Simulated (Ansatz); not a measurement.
Harmonic frequencies (cm⁻¹) at PBE0-D4/def2-TZVP from Ansatz: 220, 290, 362, 461, 594, 697, 806, 903, 954, 1128, 1404, 1670, 2705, 3180, 3278.

Each molecule was computed in one conformer, which needn't be the lowest.

Which molecule is it?
A. `[CH3][In]([F])[TeH]`
B. `B[O][GeH3]`
C. `C=C(S)Cl`
D. `[F][SnH2][AsH2]`

C.
